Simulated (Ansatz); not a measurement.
thioethanol (C2H6S), singlet, at a GFN2-xTB geometry; MP2/cc-pVDZ (Ansatz, a program for electronic structure).

Ansatz was given this input:
Ansatz 0.2 input:
```yaml
crystal:
  periodic: [false, false, false]
  atoms:
    - {symbol: C, position_ang: [1.52061639, 0.69110205, -0.00537013]}
    - {symbol: C, position_ang: [0.01160357, 0.83116525, 0.00317706]}
    - {symbol: S, position_ang: [-0.76180616, -0.83788851, 0.00077464]}
    - {symbol: H, position_ang: [-2.02039087, -0.40414507, 0.00913826]}
    - {symbol: H, position_ang: [-0.33041049, 1.34965505, 0.89884698]}
    - {symbol: H, position_ang: [-0.33986788, 1.35660473, -0.88474809]}
    - {symbol: H, position_ang: [1.98452811, 1.67524859, -0.00399531]}
    - {symbol: H, position_ang: [1.85553895, 0.14418625, 0.87317856]}
    - {symbol: H, position_ang: [1.84618103, 0.15106283, -0.89165625]}
basis:
  gaussian:
    orbitals: cc-pVDZ
magnetization: {spin_polarized: false}
correlation: {method: mp2, electrons: outside_noble_gas}
accuracy: high
```

Predict the main parts of the log of this Ansatz run.


```
Functional definition: HF
1854 factors; integrals over basis functions are off by at most 3.9e-9 eV
mean field evaluation 1: about -12971.7486 eV, gradient 2.2e1 eV
mean field evaluation 2: about -12971.8435 eV, gradient 2.2e1 eV
mean field evaluation 4: about -12973.3658 eV, gradient 2.5e0 eV
mean field evaluation 8: about -12973.3880 eV, gradient 1.4e-1 eV
mean field -12973.38811066 eV, -476.7632193883 hartree, gradient 2.6e-8 eV, S^2 0.000000; 0 other end points of the search recorded, 0 dependent functions left out
7 core orbitals not correlated
reference -12973.38811066 eV, -476.7632193883 hartree; 10, 10 occupied and 59, 59 virtual orbitals, 1854 factors
second order -11.67543143 eV of doubles, -0.00000000 eV of singles
Total energy: -12985.06354208 eV, -477.1922835794 hartree
```
